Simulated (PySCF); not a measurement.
C$_{4}$H$_{10}$Be, charge +1, doublet, at a GFN2-xTB geometry (such geometries of metal compounds can be far from the true shape) (a state made from the parent by changing its charge; the spin is typed, not shown lowest); HF/pcseg-1 (PySCF).

Input for PySCF:
```python
from pyscf import gto, scf

mol = gto.M(
    atom='''
Be   -0.090935    0.022554    0.208710
C     1.307845   -0.783808    0.876886
C     1.450134   -2.266984    0.618073
H     1.261291   -0.606067    1.958672
H     2.190540   -0.261085    0.489385
H     1.567436   -2.500759   -0.437499
H     0.631007   -2.848747    1.034227
H     2.364179   -2.610705    1.117778
C    -1.469109    0.823805   -0.506763
C    -1.262488    2.220443   -1.048750
H    -2.235766    0.847759    0.277892
H    -1.832807    0.172360   -1.310435
H    -0.558841    2.250604   -1.877373
H    -0.958423    2.929954   -0.282760
H    -2.223173    2.575733   -1.441407
''',
    basis='pcseg-1',
    charge=1,
    spin=1,
    verbose=4,
)

mf = scf.UHF(mol)
mf.kernel()
```

The log (banner, timings and long lists left out):

```
PySCF version 2.14.0

[INPUT] verbose = 4
[INPUT] num. atoms = 15
[INPUT] num. electrons = 37
[INPUT] charge = 1
[INPUT] spin (= nelec alpha-beta = 2S) = 1
[INPUT] symmetry False subgroup None
[INPUT] Mole.unit = angstrom
[INPUT] Symbol           X                Y                Z      unit          X                Y                Z       unit  Magmom
[INPUT]  1 Be    -0.090935000000   0.022554000000   0.208710000000 AA   -0.171842245137   0.042620883013   0.394404739458 Bohr   0.0
[INPUT]  2 C      1.307845000000  -0.783808000000   0.876886000000 AA    2.471468863382  -1.481182454243   1.657074382465 Bohr   0.0
[INPUT]  3 C      1.450134000000  -2.266984000000   0.618073000000 AA    2.740356103920  -4.283978888771   1.167988694988 Bohr   0.0
[INPUT]  4 H      1.261291000000  -0.606067000000   1.958672000000 AA    2.383494553379  -1.145300643137   3.701353647854 Bohr   0.0
[INPUT]  5 H      2.190540000000  -0.261085000000   0.489385000000 AA    4.139520664905  -0.493379145232   0.924803619470 Bohr   0.0
[INPUT]  6 H      1.567436000000  -2.500759000000  -0.437499000000 AA    2.962024757784  -4.725749613541  -0.826753289771 Bohr   0.0
[INPUT]  7 H      0.631007000000  -2.848747000000   1.034227000000 AA    1.192430412683  -5.383351628176   1.954405780631 Bohr   0.0
[INPUT]  8 H      2.364179000000  -2.610705000000   1.117778000000 AA    4.467650819448  -4.933517442033   2.112294288064 Bohr   0.0
[INPUT]  9 C     -1.469109000000   0.823805000000  -0.506763000000 AA   -2.776213657134   1.556765830047  -0.957643280063 Bohr   0.0
[INPUT] 10 C     -1.262488000000   2.220443000000  -1.048750000000 AA   -2.385756555550   4.196029145208  -1.981850273138 Bohr   0.0
[INPUT] 11 H     -2.235766000000   0.847759000000   0.277892000000 AA   -4.224985418614   1.602032329635   0.525139772208 Bohr   0.0
[INPUT] 12 H     -1.832807000000   0.172360000000  -1.310435000000 AA   -3.463503269186   0.325713194830  -2.476363254044 Bohr   0.0
[INPUT] 13 H     -0.558841000000   2.250604000000  -1.877373000000 AA   -1.056056437178   4.253025174851  -3.547720803653 Bohr   0.0
[INPUT] 14 H     -0.958423000000   2.929954000000  -0.282760000000 AA   -1.811156981484   5.536810617574  -0.534338958982 Bohr   0.0
[INPUT] 15 H     -2.223173000000   2.575733000000  -1.441407000000 AA   -4.201188097528   4.867429940004  -2.723864464031 Bohr   0.0

nuclear repulsion = 138.241186643802
number of shells = 34
number of NR pGTOs = 187
number of NR cGTOs = 115
basis = pcseg-1
ecp = {}

******** <class 'pyscf.scf.uhf.UHF'> ********
method = UHF
initial guess = minao
damping factor = 0
level_shift factor = 0
DIIS = <class 'pyscf.scf.diis.CDIIS'>
diis_start_cycle = 1
diis_space = 8
diis_damp = 0
SCF conv_tol = 1e-09
SCF conv_tol_grad = None
SCF max_cycles = 50
direct_scf = True
direct_scf_tol = 1e-13
number electrons alpha = 19  beta = 18
Set gradient conv threshold to 3.16228e-05
init E= -172.432676715284

cycle= 1 E= -171.453010883084  delta_E= 0.98  |g|= 0.31  |ddm|= 2.27
cycle= 2 E= -171.528035163743  delta_E= -0.075  |g|= 0.121  |ddm|= 0.49
cycle= 3 E= -171.537920142759  delta_E= -0.00988  |g|= 0.0428  |ddm|= 0.139
cycle= 4 E= -171.540298130346  delta_E= -0.00238  |g|= 0.0155  |ddm|= 0.0812
cycle= 5 E= -171.540930206944  delta_E= -0.000632  |g|= 0.00737  |ddm|= 0.0477
cycle= 6 E= -171.541086071313  delta_E= -0.000156  |g|= 0.00223  |ddm|= 0.0309
cycle= 7 E= -171.541095331785  delta_E= -9.26e-06  |g|= 0.000876  |ddm|= 0.00685
cycle= 8 E= -171.541096512873  delta_E= -1.18e-06  |g|= 0.000424  |ddm|= 0.0019
cycle= 9 E= -171.541096866316  delta_E= -3.53e-07  |g|= 0.000168  |ddm|= 0.00113
cycle= 10 E= -171.541096926104  delta_E= -5.98e-08  |g|= 4.83e-05  |ddm|= 0.000544
cycle= 11 E= -171.541096930454  delta_E= -4.35e-09  |g|= 1.38e-05  |ddm|= 0.000148
cycle= 12 E= -171.54109693081  delta_E= -3.56e-10  |g|= 5.43e-06  |ddm|= 3.65e-05
Extra cycle  E= -171.541096930851  delta_E= -4.13e-11  |g|= 3.49e-06  |ddm|= 7.76e-06
converged SCF energy = -171.541096930851  <S^2> = 0.81570249  2S+1 = 2.0646573
```
